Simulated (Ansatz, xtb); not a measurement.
**Relative energy of two isomers of C5H6FP**

Structure a: `C#CC/P=C(/C)F`, a singlet. Structure b: `FC1=CP1C1CC1`, a singlet. Both are isolated molecules in the gas phase, relaxed with B3LYP/def2-SVP; the shapes shown needn't be the lowest conformers.

a (Å):

```yaml
atoms:
  - { symbol: C, position_ang: [-2.2536, -0.7008, 1.7612] }
  - { symbol: C, position_ang: [-1.5039, -0.7324, 0.8097] }
  - { symbol: C, position_ang: [-0.5848, -0.7511, -0.3191] }
  - { symbol: C, position_ang: [1.7448, 0.1219, -1.4788] }
  - { symbol: C, position_ang: [3.0391, 0.7560, -1.8626] }
  - { symbol: F, position_ang: [1.2956, -0.7199, -2.4331] }
  - { symbol: P, position_ang: [0.9060, 0.3935, -0.0359] }
  - { symbol: H, position_ang: [-2.9232, -0.6780, 2.5999] }
  - { symbol: H, position_ang: [-0.2137, -1.7738, -0.5008] }
  - { symbol: H, position_ang: [-1.0987, -0.4366, -1.2431] }
  - { symbol: H, position_ang: [3.3952, 1.4387, -1.0791] }
  - { symbol: H, position_ang: [3.8064, -0.0182, -2.0387] }
  - { symbol: H, position_ang: [2.9234, 1.3209, -2.8042] }
```

b (Å):

```yaml
atoms:
  - { symbol: C, position_ang: [-1.5074, -0.0696, 1.0390] }
  - { symbol: C, position_ang: [-1.3030, 1.2175, 1.0389] }
  - { symbol: C, position_ang: [1.2976, 0.0083, 0.3111] }
  - { symbol: C, position_ang: [2.4619, -0.9494, 0.4829] }
  - { symbol: C, position_ang: [2.7164, 0.5262, 0.4568] }
  - { symbol: F, position_ang: [-2.4149, -0.9723, 0.7237] }
  - { symbol: P, position_ang: [0.1374, 0.2362, 1.7392] }
  - { symbol: H, position_ang: [-1.6920, 2.2101, 0.8219] }
  - { symbol: H, position_ang: [0.8487, 0.0682, -0.6873] }
  - { symbol: H, position_ang: [2.7525, -1.5524, -0.3823] }
  - { symbol: H, position_ang: [2.5596, -1.4705, 1.4418] }
  - { symbol: H, position_ang: [3.1875, 0.9658, -0.4273] }
  - { symbol: H, position_ang: [2.9895, 1.0173, 1.3975] }
```

Quicker runs give these differences E(b) − E(a): GFN2-xTB +6.6 kcal/mol; HF/STO-3G +5.0 kcal/mol (at GFN2-xTB geometries); r2SCAN-D4/def2-SVP +7.5 kcal/mol (at GFN2-xTB geometries).

Q: Estimate E(b) − E(a) at the level CCSD(T)/def2-SVP + ΔMP2/def2-TZVPP.

A: Calculated at CCSD(T)/def2-SVP + ΔMP2/def2-TZVPP: E(b) − E(a) = +13.0 kcal/mol, so structure a lies lower.

The same difference at several levels:

```csv
level,geometry,E(b) − E(a) (kcal/mol),departure from the last row (kcal/mol),"job, with rough time for the two"
GFN2-xTB,GFN2-xTB,+6.6,−6.4,"optimisation, 0.25 s"
HF/STO-3G,GFN2-xTB,+5.0,−8.0,"single point, 0.3 s"
r2SCAN-D4/def2-SVP,GFN2-xTB,+7.5,−5.5,"single point, 3.2 s"
B3LYP/def2-SVP,B3LYP/def2-SVP,+12.5,−0.5,"optimisation, 34 s"
HF/def2-SVP,B3LYP/def2-SVP,+14.7,+1.7,part of the CCSD(T) run
MP2/def2-SVP,B3LYP/def2-SVP,+11.1,−1.9,part of the CCSD(T) run
CCSD(T)/def2-SVP,B3LYP/def2-SVP,+13.8,+0.8,single point
CCSD(T)/def2-SVP + ΔMP2/def2-TZVPP,B3LYP/def2-SVP,+13.0,,"single point, 38 s"
```

As drawn, b has 1 C=C, 2 C–P, 1 C–C in place of 1 C≡C, 1 C=P. Structure a has no ring, b 2 3-membered rings.

None of the levels shown reverses the order. The largest departure from CCSD(T)/def2-SVP + ΔMP2/def2-TZVPP is that of HF/STO-3G, 8.0 kcal/mol. The last row adds to CCSD(T) the change of the MP2 difference between the two basis sets, here −0.8 kcal/mol.

With thermal terms from frequencies at re-optimised GFN2-xTB minima (ideal gas, soft modes damped towards free rotors, one conformer each, 298.15 K, 1 atm): the zero-point term adds +1.5 kcal/mol; ΔH is +13.6 and ΔG +15.3 kcal/mol.

The correlated steps freeze 11 core orbitals. Run with Ansatz 0.2.0, xtb 6.7.1; the last row on 4 threads of Arm Neoverse V2 on a shared host.
